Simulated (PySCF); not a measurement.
H$_{3}$BeFGe (SMILES [F][Be][GeH3]), singlet, geometry from GFN2-xTB (such geometries of metal compounds can be far from the true shape). Base run: LC-WPBE/6-31G, TDA (PySCF).

PySCF was given this input:
```python
from pyscf import gto, scf, dft, tdscf

mol = gto.M(
    atom='''
Be   -0.347482    0.970564   -0.871856
F    -0.649889    1.964553   -1.762820
Ge    0.190140   -0.571774    0.513097
H     1.048231   -1.699107    0.021733
H     0.986578   -0.190926    1.725236
H    -0.880355   -1.376423    1.186742
''',
    basis='6-31g',
    charge=0,
    spin=0,
    verbose=4,
)

mf = dft.RKS(mol)
mf.xc = 'lc_wpbe'
mf.kernel()
td = mf.TDA()
td.nstates = 5
td.kernel()
td.analyze()
```

The base run was repeated with changes; each row names its change, and settings that it needs were set with it.

```
change                           first excitation (eV)  oscillator strength of the first  second (eV)  core-seconds (rough)
-------------------------------  ---------------------  --------------------------------  -----------  --------------------
base                                              7.63                             0.151         7.66                    60
nstates = 2                                       7.63                             0.151         7.66                    40
functional = hf                                   7.93                             0.209         7.96                     2
conv_tol = 1e-3                                   7.63                             0.151         7.66                    40
functional = camb3lyp                       (withheld)                             0.119   (withheld)                    40
functional = m062x                          (withheld)                             0.119   (withheld)                    50
guess vectors = 13 for 5 states                   7.63                             0.151         7.66                    40
functional = pbe0                                 7.22                             0.088         7.26                    20
functional = wb97x                          (withheld)                        (withheld)   (withheld)                    30
basis = def2-SVPD                                 7.22                             0.122         7.25                   100
```

**Question.** Some entries are withheld; supply them.

**Answer.** 
- functional = camb3lyp, first excitation (eV): 7.34
- functional = camb3lyp, second (eV): 7.37
- functional = m062x, first excitation (eV): 7.26
- functional = m062x, second (eV): 7.30
- functional = wb97x, first excitation (eV): 7.51
- functional = wb97x, oscillator strength of the first: 0.142
- functional = wb97x, second (eV): 7.54

An iterative solver can miss low states, so a row lists the states that it found.
